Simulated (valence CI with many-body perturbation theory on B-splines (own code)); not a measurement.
# Au63+: fill in the table

Computed by valence CI with perturbative core correlation (CI+MBPT): six valence electrons over a frozen Dirac-Fock core [Ne], radial functions for each j: 9 s, 9 p, 8 d, 6 f, 3 g, 1 h, with the one-electron correlation potential Σ1 (screened to all orders), the two-electron term Σ2, the three-electron term Σ3, Breit, model QED; selected single and double excitations, second order for the rest, scaled by the run's own slope (own B-spline code, finite nucleus).

No measured spectrum was set against this ion. As an estimate, large intervals hold to a few tenths of a per cent, small ones and those within an open d or f shell to about a per cent. Among the levels kept, up to 1000 cm⁻¹ of a level comes from second order outside the variational space, and about a tenth of that is noise between levels of different J, which matters for small intervals.

```tsv
Level	E (× 10³ cm⁻¹)
(3s^2 3p1/2^2 3p3/2^2) J=2	0.00
(3s^2 3p1/2^2 3p3/2^2) J=0	173.92
(3s^2 3p1/2^2 3p3/2 3d3/2) J=2	2061.2
(3s^2 3p1/2^2 3p3/2 3d3/2) J=1	?
(3s^2 3p1/2^2 3p3/2 3d3/2) J=0	2139.6
(3s^2 3p1/2^2 3p3/2 3d3/2) J=3	?
(3s^2 3p1/2^2 3p3/2 3d5/2) J=4	2974.3
(3s^2 3p1/2^2 3p3/2 3d5/2) J=2	3039.2
(3s^2 3p1/2^2 3p3/2 3d5/2) J=3	?
(3s^2 3p1/2^2 3p3/2 3d5/2) J=1	?
(3s^2 3p1/2 3p3/2^3) J=1	?
(3s^2 3p1/2 3p3/2^3) J=2	3933.0
(3s^2 3p1/2^2 3d3/2^2) J=2	4211.4
(3s^2 3p1/2^2 3d3/2^2) J=0	4428.2
(3s^2 3p1/2^2 3d3/2 3d5/2) J=3	5165.4
(3s^2 3p1/2^2 3d3/2 3d5/2) J=2	?
(3s^2 3p1/2^2 3d3/2 3d5/2) J=4	5304.7
(3s^2 3p1/2^2 3d3/2 3d5/2) J=1	5307.1
(3s 3p1/2^2 3p3/2^3) J=2	5497.2
(3s 3p1/2^2 3p3/2^3) J=1	5671.0
```

Levels are named by their leading jj configuration (3d3/2^4 stands for four electrons in 3d with j = 3/2), which in mixed levels can hold well under half, so a name can repeat and another be missing.

Question: The levels stand in rising order. What does the calculation give for the missing energies?

Answer: (3s^2 3p1/2^2 3p3/2 3d3/2) J=1 2138.0; (3s^2 3p1/2^2 3p3/2 3d3/2) J=3 2141.0; (3s^2 3p1/2^2 3p3/2 3d5/2) J=3 3200.5; (3s^2 3p1/2^2 3p3/2 3d5/2) J=1 3301.7; (3s^2 3p1/2 3p3/2^3) J=1 3850.8; (3s^2 3p1/2^2 3d3/2 3d5/2) J=2 5262.4.
